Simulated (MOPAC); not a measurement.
MOPAC input (AM1):

```
AM1 1SCF CHARGE=1 GEO-OK AUX(PRECISION=9) THREADS=1
H2BO2

O     1.12597235 1    0.31349809 1   -0.45928207 1
B     0.00766325 1   -0.00083978 1    0.02086262 1
O    -1.16366227 1   -0.30936783 1    0.35667418 1
H     2.03405412 1   -0.00587611 1   -0.34018973 1
H    -1.77085104 1   -0.02296707 1    1.05673972 1
```

**Question.** What heat of formation does the run end on, and which ionisation energy by Koopmans theorem?

**Answer.** 73.59 kcal/mol; 20.55 eV.
